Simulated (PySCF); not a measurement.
# Computed properties of H₄O₂Sn, SMILES [OH][SnH2][OH]

Sn(H)2(OH)2 (H4O2Sn), SMILES [SnH2]([OH])[OH]. Coordinates come from a B3LYP-D3(BJ)/def2-SVP optimisation. The def2 effective core potentials stand for the cores of Sn; spin–orbit coupling is left out. The values are those of a single conformer. All values are computed for the isolated molecule unless a solvent is named; none is compared with measurement here.

**Structure.** The optimised structure has C2 symmetry. All 15 harmonic modes at B3LYP-D3(BJ)/def2-SVP (PySCF) are real, so it is a minimum. With heavy atoms numbered as in [SnH2:1]([OH:2])[OH:3], the shortest bond between them is Sn1–O2 at 1.995 Å and the longest Sn1–O3 at 1.995 Å.

**Vibrations.** The strongest infrared lines (harmonic, unscaled, degenerate partners summed) lie at 1939 cm⁻¹ (181 km/mol, H 99 %), 856 cm⁻¹ (159 km/mol, H 92 %), 274 cm⁻¹ (139 km/mol, H 76 %, O 23 %). The softest mode is at 169 cm⁻¹ and the zero-point energy is 24.8 kcal/mol.

**Electronic structure.** B3LYP/def2-TZVPD (PySCF) places the frontier levels at -8.30 and -1.13 eV, a gap of 7.17 eV, and gives a dipole moment of 0.77 D and a mean polarisability of 50.5 bohr³.

**Excitations.** TDA-PBE0/def2-SVPD (PySCF) has S1 at 6.39 eV (194 nm, f = 0.038, weak); the most intense of the 10 singlets computed lies at 8.06 eV (f = 0.19). T1 (TDA) is at 5.73 eV, 0.66 eV under S1. No vertical singlet excitation falls in the visible range (under 3.1 eV).
